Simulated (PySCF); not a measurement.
Positional isomers: styrene silyl+mercapto. Isolated molecules, 0 K electronic values unless said otherwise. One relaxed conformer stands for each flexible species; it need not be the lowest. Strings in code marks are SMILES.

These are ωB97X-D3(BJ)/def2-TZVP // B3LYP-D3(BJ)/def2-SVP (PySCF) values and carry that method's errors. All candidates: neutral, multiplicity 1. Delta-SCF ions had no search for a lower state. Excitations are Tamm–Dancoff values on a coarser integration grid. The basis has no diffuse functions, so Rydberg states are missing or too high.

```
Quantity                                  Result
--------------------------------------  --------
S1 excitation (TDA)                      5.18 eV
vertical electron affinity (Delta-SCF)  -0.22 eV
HOMO                                    -8.71 eV
```

Question: Name which member has these values.
(A) `C=Cc1cc([SiH3])cc(S)c1` (C–C–C–C torsion -180°, C–C–S–H torsion 1°)
(B) `C=C(S)c1ccc([SiH3])cc1` (C–C–S–H torsion -11°, S–C–C–C torsion -38°)
(C) `C=C([SiH3])c1ccc(S)cc1` (Si–C–C–C torsion -148°, C–C–S–H torsion -2°)
(D) `C=C([SiH3])c1cccc(S)c1` (Si–C–C–C torsion 38°, C–C–S–H torsion 178°)

Answer: B, `C=C(S)c1ccc([SiH3])cc1` (C–C–S–H torsion -11°, S–C–C–C torsion -38°). The others give `C=Cc1cc([SiH3])cc(S)c1` (C–C–C–C torsion -180°, C–C–S–H torsion 1°): 4.71 eV, -0.13 eV, -8.60 eV; `C=C([SiH3])c1cccc(S)c1` (Si–C–C–C torsion 38°, C–C–S–H torsion 178°): 4.95 eV, -0.37 eV, -8.56 eV; `C=C([SiH3])c1ccc(S)cc1` (Si–C–C–C torsion -148°, C–C–S–H torsion -2°): 4.98 eV, -0.34 eV, -8.33 eV
